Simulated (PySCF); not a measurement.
Al(Me)(OH)(SH) (CH5AlOS), SMILES [Al]([CH3])([OH])[SH]. The structure is a stationary point at PBE0-D3(BJ)/def2-SVP. The values are those of a single conformer.

Computed equilibrium geometry at PBE0-D3(BJ)/def2-SVP (PySCF confirms it by a frequency run) as a Z-matrix, and its point group (one conformer of several):
point group Cs.
```
Al
O 1 1.7056
H 2 0.9577 1 127.02
C 1 1.9442 2 125.22 3 0.00
H 4 1.1012 1 111.51 2 180.00
H 4 1.1027 5 107.71 1 -122.45
H 4 1.1027 5 107.71 6 -115.10
S 1 2.1841 2 113.63 3 180.00
H 8 1.3520 1 92.65 2 0.00
```
Charge 0, spin multiplicity 1.
